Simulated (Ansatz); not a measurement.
CH7AlOSi can be A, `[CH3][Al]([OH])[SiH3]`, or B, `[CH3][AlH][O][SiH3]`.

Program: Ansatz. Geometries: PBE0-D4/def2-TZVP. ΔE: electronic, gas phase. CCSD(T)/CBS is the MP2 limit (def2-TZVPP, def2-QZVPP) plus CCSD(T) − MP2 in def2-TZVPP, frozen cores. Functionals use def2-TZVPP. One conformer a species, not always the lowest.

A:

```xyz
11

C     0.379    1.724   -0.999
Al   -0.395    0.391    0.184
O    -1.723    0.875    1.132
Si    0.423   -1.921    0.388
H    -0.153    2.677   -0.934
H     0.354    1.390   -2.041
H     1.431    1.905   -0.755
H    -2.167    0.288    1.741
H     0.397   -2.632   -0.924
H     1.837   -1.962    0.865
H    -0.383   -2.736    1.344
```

B:

Z-matrix (Å, degrees):
```
C
Al 1 1.942
H 1 1.093 2 112.4
H 1 1.096 2 110.3 3 -119.5
H 1 1.094 2 111.7 3 122.1
O 2 1.688 1 119.8 3 22.6
H 2 1.582 1 124.0 3 -158.2
Si 6 1.621 2 169.7 1 -4.7
H 8 1.489 6 110.8 2 -9.3
H 8 1.488 6 110.1 2 110.7
H 8 1.488 6 110.2 2 -129.3
```

Question: Which is lower in electronic energy at CCSD(T)/CBS, and by how much? (Best estimate.)

Answer: Ansatz gave: B, by 100.5 kJ/mol.

Question: Give E(B) − E(A) in kJ/mol with CCSD/def2-TZVPP, B2PLYP, PBE-D4, BLYP-D4, ωB97M-V, CCSD(T)/def2-TZVPP, CCSD(T)/def2-SVP. (An estimate is asked.)

Answer: Computed: CCSD/def2-TZVPP -104.3, B2PLYP -105.9, PBE-D4 -72.4, BLYP-D4 -95.3, ωB97M-V -104.9, CCSD(T)/def2-TZVPP -99.9, CCSD(T)/def2-SVP -96.9. None reverses the order clearly.

Question: Does the order hold for the free energy at 298.15 K (harmonic terms from PBE0-D4)? (Best estimate.)

Answer: Computed: Yes: G(B) − G(A) = -110.6 kJ/mol, for one conformer each. Modes under 60 cm⁻¹, often nearly free rotors, make the harmonic entropy too high.

Largest T1 diagnostic: 0.013.

From BLYP to BHLYP (50 % exact exchange), in def2-TZVPP and without D4, E(B) − E(A) moves by −21.2 kJ/mol. In def2-TZVPP, CCSD(T) changes the Hartree–Fock value by +32.3 kJ/mol (the triples alone add +4.4 kJ/mol) and MP2 by +23.4 kJ/mol.
